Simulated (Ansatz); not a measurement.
Basis-set extrapolation for `[SiH2]/C=C/[SiH3]` radical (PBE0-D4/def2-TZVP geometry, frozen core, the Gaussian-basis code of Ansatz). Multiplicity 2, UHF reference.

```csv
,def2-TZVPP,def2-QZVPP
HF,-657.665220,-657.686682
MP2 correlation,-0.542702,-0.579821
CCSD(T) correlation,-0.633415,not run
```

Energies in hartree. Use E(X) = E(∞) + A·exp(−7.88·√X) for Hartree–Fock and E(X) = E(∞) + B·X^(−2.97) for correlation, with X = 3 and 4, and add CCSD(T) minus MP2 of the smaller set to the MP2 limit.

What is the CCSD(T) energy at the basis-set limit?

HF limit: -657.686682 + (-0.021462) × 0.13774 = -657.68964. MP2 limit: -0.579821 + (-0.037119) × 0.74074 = -0.60732. Higher-order term: -0.633415 − (-0.542702) = -0.09071. Total: -658.38767 hartree, 233.8 kJ/mol below CCSD(T)/def2-TZVPP.

The UHF reference is spin-contaminated (⟨S²⟩ = 0.91, T1 = 0.029).
